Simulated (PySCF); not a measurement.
C4H4OSe, SMILES C1(=C)C(C[Se]1)=O. Coordinates come from a PBE-D3(BJ)/def2-SVP optimisation. This is a generated structure with no PubChem entry under its InChIKey; it may be hypothetical.

Q: Give the equilibrium geometry at PBE-D3(BJ)/def2-SVP (PySCF confirms it by a frequency run) as a Z-matrix, and its point group. (An estimate is asked for; the answer gives what the named calculation found.)

A: point group Cs.
```
C
C 1 1.3471
H 2 1.0997 1 123.10
H 2 1.1020 3 118.63 1 180.00
C 1 1.5020 2 129.64 3 180.00
O 5 1.2110 1 129.76 2 0.00
C 5 1.5406 6 128.49 1 180.00
H 7 1.1080 5 113.76 6 -63.53
H 7 1.1080 8 110.03 5 -128.98
Se 1 1.9314 2 136.22 3 0.00
```
